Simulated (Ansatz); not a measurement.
H5B2N, SMILES `BBN` (charge 0, multiplicity 1).

These are frozen-core CCSD(T)/cc-pVTZ // PBE0-D3(BJ)/def2-TZVP (Ansatz, a first-principles code) values and carry that method's errors.

Ansatz 0.2 input:
```yaml
crystal:
  periodic: [false, false, false]
  atoms:
    - { symbol: B, position_ang: [1.390143, -0.215073, 0.020022] }
    - { symbol: B, position_ang: [-0.144846, 0.396552, 0.212755] }
    - { symbol: N, position_ang: [-1.356849, -0.133273, -0.216605] }
    - { symbol: H, position_ang: [2.090968, 0.095237, -0.904608] }
    - { symbol: H, position_ang: [1.91013, -0.911024, 0.84926] }
    - { symbol: H, position_ang: [-0.204712, 1.44764, 0.80994] }
    - { symbol: H, position_ang: [-1.445093, -0.998185, -0.721804] }
    - { symbol: H, position_ang: [-2.239742, 0.318125, -0.048962] }
basis:
  gaussian: { orbitals: cc-pVTZ }
correlation:
  method: ccsd_t
```

Output:

```
Functional definition: HF
906 factors; integrals over basis functions are off by at most 1.0e-3 eV
mean field evaluation 1: about -2902.8781 eV, gradient 3.2e1 eV
mean field evaluation 2: about -2902.8787 eV, gradient 3.2e1 eV
mean field evaluation 4: about -2905.3091 eV, gradient 3.1e0 eV
mean field evaluation 8: about -2905.3454 eV, gradient 3.9e-4 eV
mean field evaluation 16: about -2905.3441 eV, gradient 5.3e-1 eV
mean field -2905.34538928 eV, -106.7694737421 hartree, gradient 2.2e-6 eV, S^2 0.000000; 0 other end points of the search recorded, 0 dependent functions left out
3 core orbitals not correlated
reference -2905.34538928 eV, -106.7694737421 hartree; 8, 8 occupied and 149, 149 virtual orbitals, 906 factors
second order -11.36480859 eV of doubles, -0.00000000 eV of singles
cycle   1  -11.97636740 eV  change   -6.1e-1 eV  update   7.2e-2
cycle   2  -12.30194761 eV  change   -3.3e-1 eV  update   2.2e-2
cycle   3  -12.35476717 eV  change   -5.3e-2 eV  update   1.1e-2
cycle   4  -12.34767066 eV  change    7.1e-3 eV  update   3.6e-3
cycle   5  -12.34818375 eV  change   -5.1e-4 eV  update   1.6e-3
cycle   6  -12.34795103 eV  change    2.3e-4 eV  update   4.8e-4
cycle   7  -12.34784804 eV  change    1.0e-4 eV  update   1.7e-4
cycle   8  -12.34789546 eV  change   -4.7e-5 eV  update   9.3e-5
cycle   9  -12.34790033 eV  change   -4.9e-6 eV  update   4.3e-5
cycle  10  -12.34787996 eV  change    2.0e-5 eV  update   1.7e-5
cycle  11  -12.34789217 eV  change   -1.2e-5 eV  update   6.1e-6
perturbative correction -0.43541543 eV, -0.0160012217 hartree
Total energy: -2918.12869688 eV, -107.2392516315 hartree
```
